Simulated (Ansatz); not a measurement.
Reaction (formal exchange of groups at the Si–O bond): `[SiH3]O[SiH](Cl)O[SiH3]` + `CC` → `CC[SiH](Cl)O[SiH3]` + `O[SiH3]`

Isolated molecules relaxed with PBE0-D4/def2-TZVP in Ansatz; ΔE leaves out vibrations. CCSD(T)/CBS adds triple-zeta CCSD(T) − MP2 to the extrapolated MP2 energy (def2 sets, frozen cores). This one scheme is used for every species. Functionals use def2-TZVPP. One conformer a species, not always the lowest.

| species | r2SCAN-D4 energy (Eh) |
| --- | --- |
| `[SiH3]O[SiH](Cl)O[SiH3]` | -1483.50388 |
| `CC` | -79.80085 |
| `CC[SiH](Cl)O[SiH3]` | -1196.12319 |
| `O[SiH3]` | -367.13151 |

Q: Work out ΔE.

A: ΔE = (-1196.12319) + (-367.13151) − (-1483.50388) − (-79.80085) = 0.05003 Eh = +1.36 eV. CCSD(T)/CBS gives +1.37 eV.

Largest T1 diagnostic among the species: 0.011.

From PBE to PBE0 (25 % exact exchange), in def2-TZVPP and without D4, ΔE moves by +0.06 eV. In def2-TZVPP, CCSD(T) changes the Hartree–Fock value by −0.23 eV (the triples alone add −0.03 eV) and MP2 by −0.24 eV.
